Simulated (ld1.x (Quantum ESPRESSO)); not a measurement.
## S (Z = 16), TM: configuration errors across variants

ld1.x (Quantum ESPRESSO) 7.5 input, shortened:

```
&input
   title='S', zed=16., rel=1, dft='PZ', iswitch=3,
   config='[Ne] 3s1.75 3p4.25'
 /
 &inputp
   pseudotype=2, tm=.true., lloc=0,
   nlcc=.true., new_core_ps=.true., rcore=0.80
 /
2
3P  2  1   4.25   0.00  1.50  1.50  0.0
3S  1  0   1.75   0.00  1.50  1.50  0.0
 &test
   configts(1)='3s1.75 3p4.25'
 /
```

All-electron excitation energies from the reference (eV): (1) 3s2 3p4 -2.547; (2) 3s2 3p3 9.315; (3) 3s2 3p2 31.689; (4) 3s2 3p0 112.829; (5) 3s2 3p1 65.846; (6) 3s2 3p3.5 2.161; (7) 3s1 3p4 20.113; (8) 3s1.75 3p4.25 spin -0.738; (9) 3s2 3p4 spin -3.253.

Spin tests fill each open shell by Hund’s rule, majority spin first.

Errors AE − PS in meV (a dash: test not solved or not reliable):

```csv
change,(1),(2),(3),(4),(5),(6),(7),(8),(9),bound ghosts
base,0.0,+3.0,+24,+205,+84,+0.3,+4.5,+9.6,+8.7,none
wave 3s (bound): rc 1.50 bohr becomes 3s (bound): rc 0.96 bohr,-0.6,+3.0,+35,+321,+128,-0.7,+4.9,+8.5,+9.1,none
wave 3s (bound): rc 1.50 bohr becomes 3s (bound): rc 1.26 bohr,0.0,+2.9,+24,+203,+83,+0.3,+4.6,+9.6,+8.7,none
wave 3s (bound): rc 1.50 bohr becomes 3s (bound): rc 1.42 bohr,+0.1,+2.8,+23,+196,+80,+0.2,+4.6,+9.6,+8.6,none
wave 3s (bound): rc 1.50 bohr becomes 3s (bound): rc 1.58 bohr,0.0,+3.3,+27,+222,+92,+0.3,+4.3,+9.4,+9.0,none
wave 3s (bound): rc 1.50 bohr becomes 3s (bound): rc 1.80 bohr,-0.2,+5.5,+40,+307,+131,+0.5,+2.8,+8.7,+10,none
wave 3s (bound): rc 1.50 bohr becomes 3s (bound): rc 1.94 bohr,-0.6,+7.9,+55,+394,+172,+0.7,+1.2,+8.3,+11,none
wave 3s (bound): rc 1.50 bohr becomes 3s (bound): rc 2.08 bohr,-1.0,+11,+75,+506,+227,+1.0,-0.9,+8.0,+12,none
wave 3s (bound): rc 1.50 bohr becomes 3s (bound): rc 2.26 bohr,-1.9,+18,+111,+686,+319,+1.7,-4.7,+7.7,+14,none
```

Question: Give the same row for: wave 3s (bound): rc 1.50 bohr becomes 3s (bound): rc 1.12 bohr.

Answer: -0.1, +3.3, +28, +238, +98, +0.2, +4.7, +9.0, +8.9; bound ghosts: none.
